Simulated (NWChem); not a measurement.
Molecule: CH3FSi, singlet; SMILES C[Si]F

```xyz
6

Si     0.6626     0.1454     0.0000
F     -0.5347     1.2724     0.0000
C     -0.4343    -1.4002     0.0000
H      0.1428    -2.3377     0.0000
H     -1.0965    -1.3890    -0.8850
H     -1.0965    -1.3890     0.8850
```
Atoms are numbered in this order, from 1.

Level: PBE0/def2-SVP (NWChem), optimised geometry, unscaled harmonic frequencies. Low-valent species are run as closed-shell singlets; no triplet was tried in these runs.

Task: List the harmonic frequencies with IR intensities, and the thermochemistry.

Result: 
| frequency (cm⁻¹) | IR intensity (km/mol) |
|---|---|
| 67 | 0.2 |
| 270 | 8.3 |
| 526 | 1.2 |
| 662 | 66.2 |
| 735 | 27.2 |
| 857 | 112.3 |
| 1226 | 53.8 |
| 1397 | 11.4 |
| 1409 | 13.5 |
| 3029 | 0.1 |
| 3124 | 1.1 |
| 3163 | 3.4 |

```
Property                                                                            Value
-----------------------------------------------------------------------  ----------------
zero-point energy                                                           23.5 kcal/mol
thermal correction to the enthalpy at 298.15 K (with zero-point energy)     27.0 kcal/mol
heat capacity Cv                                                         13.5 cal/(mol K)
entropy at 298.15 K and 1 atm (symmetry number 1)                        68.9 cal/(mol K)
dipole moment                                                                      1.56 D
```

Rigid rotor and harmonic oscillator; modes under 100 cm⁻¹ make the entropy uncertain.
